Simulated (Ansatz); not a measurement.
An input meant for Ge2TeH6⁻, that is Te(GeH3)2 with one electron more (charge -1, doublet).

```yaml
crystal:
  periodic: [false, false, false]
  atoms:
    - {symbol: Te, position_ang: [0.001986, 0.010214, -1.292260]}
    - {symbol: Ge, position_ang: [1.287459, -0.003164, -0.015504]}
    - {symbol: H, position_ang: [1.012458, 0.736975, 0.633078]}
    - {symbol: H, position_ang: [2.240460, 0.034555, -0.457895]}
    - {symbol: H, position_ang: [1.218213, -0.781064, 0.492179]}
    - {symbol: Ge, position_ang: [-1.287564, 0.004663, -0.018915]}
    - {symbol: H, position_ang: [-2.236667, -0.073418, -0.461909]}
    - {symbol: H, position_ang: [-1.080893, 0.795051, 0.550583]}
    - {symbol: H, position_ang: [-1.144046, -0.838445, 0.647652]}
basis:
  gaussian: {orbitals: STO-3G}
total_charge: -1
magnetization: {spin_polarized: true, initial_magnetization: 1}
hamiltonian: {xc: {name: B2PLYP}}
output: {forces: true}
```

```sh
$ ansatz run in.yaml --threads 4 --pin off --events-out ev --progress --plain --max-ram 3916MiB
```

Output, abridged:

```
Functional definition: B2PLYP
765 factors; integrals over basis functions are off by at most 3.9e-5 eV
mean field evaluation 1: about -289958.3949 eV, gradient 4.0e1 eV
mean field evaluation 2: about -289958.4678 eV, gradient 4.0e1 eV
mean field evaluation 4: about -289965.2473 eV, gradient 4.7e-1 eV
mean field evaluation 8: about -289965.2482 eV, gradient 1.5e-2 eV
mean field evaluation 16: about -289965.2482 eV, gradient 5.5e-6 eV
mean field -289965.24819745 eV, -10656.0263257520 hartree, gradient 5.5e-6 eV, S^2 0.751490; 0 other end points of the search recorded, 0 dependent functions left out
36 core orbitals not correlated: weight in the atoms' cores, before any rotation towards them, 0.999 or more for the frozen orbitals, at most 0.001 for the correlated occupied ones
reference -289965.24830868 eV, -10656.0263298396 hartree; 26, 25 occupied and 7, 8 virtual orbitals, 765 factors
second order -3.65215146 eV of doubles, -0.00000000 eV of singles
Total energy: -289966.23438958 eV, -10656.0625676440 hartree
Atom 0 at     0.001986     0.010214    -1.292260 Å, force    -0.993079     0.994870   -68.283748 eV/Å
Atom 1 at     1.287459    -0.003164    -0.015504 Å, force    26.765138     8.743562    11.992424 eV/Å
Atom 2 at     1.012458     0.736975     0.633078 Å, force    -4.254536    16.605159    12.932334 eV/Å
Atom 3 at     2.240460     0.034555    -0.457895 Å, force    16.599642     1.621431    -7.536718 eV/Å
Atom 4 at     1.218213    -0.781064     0.492179 Å, force    -1.909349   -27.578380    17.411643 eV/Å
Atom 5 at    -1.287564     0.004663    -0.018915 Å, force   -24.930112    -5.475944    17.748124 eV/Å
Atom 6 at    -2.236667    -0.073418    -0.461909 Å, force   -16.175901    -0.908665    -7.076453 eV/Å
Atom 7 at    -1.080893     0.795051     0.550583 Å, force     3.501470    18.847729    12.820873 eV/Å
Atom 8 at    -1.144046    -0.838445     0.647652 Å, force     1.396727   -12.849764     9.991519 eV/Å
Dipole moment:    -0.045194     0.005121     0.385911 e Å
```

In this input the geometry is squeezed to about two thirds of its size. Self-consistency was reached. The result belongs to that input, not to the species as meant.

Correlated methods freeze 36 core orbitals; core or outer-core shells of Te, Ge are correlated, in sets that lack core-valence functions. The highest occupied level of an anion often lies above zero with these methods, and sets without diffuse functions describe the outer electron poorly.
